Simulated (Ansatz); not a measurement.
Molecule: sum formula HBO, net charge 0, singlet state. 
Structure (B3LYP-D3(BJ)/def2-TZVP (Ansatz, a program for electronic structure) minimum search):
SMILES: B=O
```xyz
3

H      0.0000     0.0000    -1.7698
B      0.0000     0.0000    -0.6017
O      0.0000     0.0000     0.5973
```
Charge 0, spin multiplicity 1.

Parts of the frozen-core correlation energy in cc-pVDZ (Ansatz, hartree). Frozen orbitals: 2; correlated occupied orbitals by spin: 5 and 5; virtual: 26 and 26. No spin-orbit coupling. No relativistic terms.

```json
[
 {"term": "reference (HF)", "value": "-100.17404"},
 {"term": "MP2 opposite-spin", "value": "…"},
 {"term": "MP2 same-spin", "value": "…"},
 {"term": "CCSD correlation", "value": "-0.27522"},
 {"term": "(T)", "value": "…"},
 {"term": "CCSDT minus CCSD(T)", "value": "-0.00054"},
 {"term": "CCSDT(Q) minus CCSD(T)", "value": "-0.00157"},
 {"term": "T1 diagnostic", "value": "0.022"},
 {"term": "largest doubles amplitude", "value": "0.065"}
]
```

Task: Fill in the missing entries.

Result: 
- MP2 opposite-spin, value: -0.19918
- MP2 same-spin, value: -0.06847
- (T), value: -0.00904
